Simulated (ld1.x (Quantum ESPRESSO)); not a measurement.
## What the settings do to the ultrasoft potential of Nb

Base potential:

Nb, ultrasoft, made with ld1.x (Quantum ESPRESSO) 7.5 (PBE, non-relativistic). Core [Ar] 3d10, reference 4s2 4p6 4d3 5s0 5p0 (charge +2). Waves: 4s (bound): rcut 1.60, rcutus 2.05 bohr; 5s (bound, empty): rcut 1.60, rcutus 2.05 bohr; 4p (bound): rcut 1.80, rcutus 1.95 bohr; 5p (bound, empty): rcut 1.80, rcutus 1.95 bohr; 4d (bound): rcut 1.45, rcutus 1.95 bohr; 4d channel at 0.95 Ry: rcut 1.45, rcutus 1.95 bohr. Local part: all-electron potential smoothed inside 1.95 bohr (lloc = -2). Core correction: a·sin(br)/r model core, default radius (core density twice the valence density). Augmentation charge: built from norm-conserving waves at rcut, not smoothed further.

All-electron outer shells of the reference configuration (PBE, non-relativistic, ld1.x):

| shell | level (eV) | outermost node (bohr) | outermost maximum (bohr) |
| --- | --- | --- | --- |
| 3d | -217.22 | – | 0.33 |
| 4s | -72.91 | 0.54 | 1.05 |
| 4p | -51.31 | 0.55 | 1.13 |
| 4d | -19.38 | 0.55 | 1.44 |
| 5s | -16.45 | 1.42 | 2.78 |
| 5p | -12.10 | 1.58 | 3.28 |

Cutoffs, loose and tight: the cutoffs (Ry, on a coarse ladder) from which the occupation-weighted sum of valence levels, in a spherical-Bessel basis at the reference potential, stays within 10 and 1 mRy of its value at 400 Ry. They do not see the model core or the augmentation charge, which bear on the density cutoff. Test errors are all-electron minus pseudo excitation energies from the reference, over the configurations 4s2 4p6 4d4 5s1 5p0; 4s2 4p6 4d4 5s0 5p0; 4s2 4p6 4d2 5s0 5p0; 4s2 4p6 4d5 5s0 5p0; 4s1 4p6 4d4 5s1 5p0; 4s2 4p6 4d4 5s0.5 5p0; 4s2 4p6 4d3 5s2 5p0. A dash means not determined; rows that change the core or the reference have their own tests. The largest error is taken over the tests solved by every variant that gives reliable tests at all: 4s2 4p6 4d2 5s0 5p0; 4s2 4p6 4d4 5s0 5p0; 4s2 4p6 4d5 5s0 5p0.

Cutoffs are not given where the Bessel-basis levels miss the radial ones by over 6 mRy, ghosts where they miss by over 20 mRy; a channel whose overlap is not positive is not tested.

```csv
change,outcome,"cutoff, loose","cutoff, tight",bound ghosts,largest test error (meV)
base,generated,–,–,not determined,-8.6
"all radii but the core radius scaled by about 0.74 (s 1.52, p 1.44, d 1.44 bohr, rcut 1.18/1.34/1.08); local potential all-electron potential smoothed inside 1.44 bohr (lloc = -2)",generated,45 Ry,80 Ry,none,+1.1
"all radii but the core radius scaled by about 0.81 (s 1.66, p 1.58, d 1.58 bohr, rcut 1.30/1.46/1.18); local potential all-electron potential smoothed inside 1.58 bohr (lloc = -2)",generated,–,–,not determined,+34
"all radii but the core radius scaled by about 0.89 (s 1.84, p 1.74, d 1.74 bohr, rcut 1.42/1.60/1.30); local potential all-electron potential smoothed inside 1.74 bohr (lloc = -2)",failed: run_pseudo: Errors in PS-KS equation,–,–,–,–
"all radii but the core radius scaled by about 0.96 (s 1.98, p 1.88, d 1.88 bohr, rcut 1.54/1.74/1.40); local potential all-electron potential smoothed inside 1.88 bohr (lloc = -2)",generated,–,–,not determined,+2.4
"all radii but the core radius scaled by about 1.12 (s 2.28, p 2.18, d 2.18 bohr, rcut 1.78/2.00/1.62); local potential all-electron potential smoothed inside 2.18 bohr (lloc = -2)",generated,–,–,not determined,-65
"all radii but the core radius scaled by about 1.19 (s 2.44, p 2.32, d 2.32 bohr, rcut 1.92/2.14/1.74); local potential all-electron potential smoothed inside 2.32 bohr (lloc = -2)",generated,–,–,not determined,-312
"all radii but the core radius scaled by about 1.23 (s 2.52, p 2.40, d 2.40 bohr, rcut 1.98/2.22/1.78); local potential all-electron potential smoothed inside 2.40 bohr (lloc = -2)",failed: run_pseudo: Errors in PS-KS equation,–,–,–,–
"all radii but the core radius scaled by about 1.29 (s 2.66, p 2.52, d 2.52 bohr, rcut 2.08/2.34/1.88); local potential all-electron potential smoothed inside 2.52 bohr (lloc = -2)",generated,–,–,not determined,-628
"all radii but the core radius scaled by about 1.37 (s 2.80, p 2.68, d 2.68 bohr, rcut 2.20/2.46/1.98); local potential all-electron potential smoothed inside 2.68 bohr (lloc = -2)",generated,–,–,not determined,-689
```

Reading the sweep of the scale of all radii but the core radius (base = 1) (base included, trends over the rows without a ghost): The generation fails at 0.89, 1.23.
